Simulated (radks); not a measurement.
Numerical settings for the iridium ion Ir3+, [Xe] 4f14 5d6. All-electron calculation, Dirac Kohn-Sham, PBE, spin-unpolarised, spherical densities, finite nucleus; open shells fill j = l - 1/2 first; Fermi nuclear charge, rms radius 5.4032 fm. Program: a radial shooting solver on a logarithmic mesh with Libxc functionals. The defaults (mesh step 0.008 in ln r, mesh end at 40 bohr or more with all orbitals vanishing there, Anderson mixing 0.5 over 9 steps, residual threshold near 1e-9 with the energy settled to 1e-9 hartree or 1e-11 of itself, here a cap of 62 iterations) give E = -17852.502 hartree and 5d5/2 at -36.068 eV in 15 iterations. Run on one thread of a shared host, so times are rough (Intel(R) Xeon(R) Platinum 8488C): 0.17 s of CPU time, 0.17 s wall, 15 iterations on 2213 mesh points. Changes against that run (0 stands for a change within the tolerance of the run):

| setting | iterations | converged | E (mhartree) | e(5d5/2) (meV) | CPU (s) |
|---|---|---|---|---|---|
| mesh step in ln r 0.12 | 4 | no | diverged | - | 0.01 |
| mesh step in ln r 0.02 | 15 | yes | 0 | 0 | 0.08 |
| mesh step in ln r 0.003 | 16 | yes | 0 | 0 | 0.46 |
| mesh end (bohr) 400 | 15 | yes | 0 | 0 | 0.17 |
| mesh end (bohr) 3 | 14 | yes | +437 | +5.54e+03 | 0.15 |
| residual threshold 0.1 | 10 | yes | 0 | +0.155 | 0.13 |
| residual threshold 0.01 | 10 | yes | 0 | +0.155 | 0.13 |
| mixing 0.05 | 20 | yes | 0 | 0 | 0.22 |
| linear mixing, mixing 0.2 | 62 | no | 0 | -0.00958 | 0.52 |
| linear mixing, mixing 0.5 | 30 | yes | 0 | 0 | 0.26 |
| mixing history 20 | 22 | yes | 0 | 0 | 0.23 |
| iteration cap 5 | 5 | no | +1.68 | +439 | 0.08 |

Settings that end as converged yet miss the energy by more than 1 mhartree: mesh end (bohr) 3 (+0.437 hartree). A mesh that ends early acts as a hard wall.
